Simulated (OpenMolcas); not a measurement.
**P IV: effect of the IPEA shift**

```yaml
Program: OpenMolcas 26.06
Basis: ANO-RCC-VTZP [5s4p2d1f]
Scalar_Hamiltonian: DKH2, point nucleus
Active_space: 2 electrons in 9 orbitals (RAS2 3s 3p; RAS3 3d, at most 2 electrons)
State_averaging: 2S+1 = 3 even, 3 roots; 2S+1 = 1 even, 7 roots; 2S+1 = 3 odd, 3 roots; 2S+1 = 1 odd, 3 roots
Spin-orbit_coupling: RASSI with atomic mean-field integrals over the reference wave functions, term energies averaged over their components
```

Methods on the same reference wave functions:
A. RASSCF
B. MS-RASPT2, IPEA 0 Eh, imaginary shift 0.1 Eh (closed shells correlated: 2s 2p)
C. MS-RASPT2, IPEA 0.25 Eh, imaginary shift 0.1 Eh (closed shells correlated: 2s 2p)

Energies in eV above 3s2 1S0, the measured ground level; measured values from Martin, Zalubas and Musgrove, J. Phys. Chem. Ref. Data 14, 751 (1985).

| Level | A | B | C | Measured |
| --- | --- | --- | --- | --- |
| 3s2 1S0 | 0.0000 | 0.0000 | 0.0000 | 0.0000 |
| 3s 3p 3P* 0 | 8.1843 | 8.315 | 8.314 | 8.4208 |
| 3s 3p 3P* 1 | 8.2089 | 8.339 | 8.339 | 8.4491 |
| 3s 3p 3P* 2 | 8.2589 | 8.389 | 8.389 | 8.5072 |
| 3s 3p 1P* 1 | 13.2102 | 13.161 | 13.164 |  |
| 3p2 1D2 | 19.4077 | 19.552 | 19.551 | 19.6071 |
| 3p2 3P0 | 20.2851 | 20.420 | 20.422 | 20.4501 |
| 3p2 3P1 | 20.3103 | 20.446 | 20.447 | 20.4804 |
| 3p2 3P2 | 20.3595 | 20.495 | 20.496 | 20.5385 |

Deviations, from unrounded energies. A percentage is the sum of absolute deviations over the sum of measured energies, with the sign that they share, or ± where signs differ.

```json
{"Against measurement": "mean absolute deviation (cm-1)", "Levels": "7", "A": "1700", "B": "570", "C": "570"}
{"Against measurement": "other configurations (%)", "Levels": "7", "A": "-1.4", "B": "-0.5", "C": "-0.5"}
```

B, C lie about equally close to measurement and A furthest from it. The largest miss of C in the table is 3s 3p 3P* 2, by -960 cm-1. The ranking rests on the paired levels alone, and a cruder setting can come out closer through cancelling errors.

Between B and C the level of the table that moves most is 3s 3p 1P* 1, by 19 cm-1 (lowest in B, highest in C).

The lowest spin-free term lies below A's lowest term by 0.021 hartree in B, 0.020 hartree in C.

Active for correlation alone: 3d; no level in the range computed is led by a configuration that fills it, so any true level of that kind is missing. Some terms mix strongly with configurations of 3d, whose occupation reaches 0.27 (3p2 1D). Computed and measured levels are paired by configuration, term and J; levels that our copy of the source lacks, or whose pairing is in doubt (as where it misses far off the trend of its configuration), stay unpaired and out of the deviations. Only configurations of the active space appear. Levels that lie high or do not pair safely by name in every column are left out.

* marks odd parity.
